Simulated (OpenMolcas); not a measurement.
Pd3+ (d7) in a complex was computed by SS-CASPT2, IPEA 0.25 Eh, imaginary shift 0.1 Eh with the d shell active (OpenMolcas, ANO-RCC-VTZP on the metal). Its lowest spin-free states, and all those of the highest spin:

```json
{"2S+1": "4", "Degeneracy": "2", "E (cm-1)": "0"}
{"2S+1": "4", "Degeneracy": "1", "E (cm-1)": "1840"}
{"2S+1": "4", "Degeneracy": "2", "E (cm-1)": "4120"}
{"2S+1": "4", "Degeneracy": "1", "E (cm-1)": "5070"}
{"2S+1": "2", "Degeneracy": "1", "E (cm-1)": "5870"}
{"2S+1": "2", "Degeneracy": "1", "E (cm-1)": "6040"}
{"2S+1": "2", "Degeneracy": "2", "E (cm-1)": "6300"}
{"2S+1": "2", "Degeneracy": "2", "E (cm-1)": "6350"}
{"2S+1": "4", "Degeneracy": "1", "E (cm-1)": "6920"}
{"2S+1": "2", "Degeneracy": "1", "E (cm-1)": "8150"}
{"2S+1": "2", "Degeneracy": "2", "E (cm-1)": "8360"}
{"2S+1": "2", "Degeneracy": "2", "E (cm-1)": "8440"}
{"2S+1": "4", "Degeneracy": "2", "E (cm-1)": "10720"}
{"2S+1": "4", "Degeneracy": "1", "E (cm-1)": "22130"}
```

Q: Is the site octahedral, tetrahedral or cube-like, axial, or of lower symmetry?

A: The states with 2S+1 = 4 have orbital degeneracies 2, 1, 2, 1, 1, 2, 1. There are pairs but no triples, so the site is axial: not cubic, but with a proper or improper axis of order three or more. The run had Pd3+ with 3 ligands (water) in trigonal planar coordination (D3h) at 1.93 Å. Ligand basis ANO-RCC-VDZP.

Roots that are degenerate in the reference are averaged as groups; the widest CASPT2 spread within a group is 940 cm-1 (the 2-fold group of multiplicity 2 near 24500 cm-1 above the lowest state of its run). Shifts and gaps below about the spread of the groups concerned are not significant. Over all roots computed the reference weight is 0.67 to 0.79; the roots of lowest weight are the least certain, and an intruder state may touch them. An orbital doublet at a regular site is open to a Jahn-Teller distortion, which this geometry leaves out. This shell can be high or low spin here, a state of another spin lies low, and with metal d orbitals alone active their balance is uncertain, so the ground spin may be wrong. The least metal-like active orbital is 80 % on the metal (Löwdin) and no ligand orbital is active, so the numbers are rough. Ligand-to-metal charge-transfer states are missing. With no ligand orbital active B as a rule stays too high, so bands that hang on it stand too high and its fall with covalency is understated. No measured value stands beside these numbers; the geometry is a model, was not optimised and need not be the one that this ion takes.
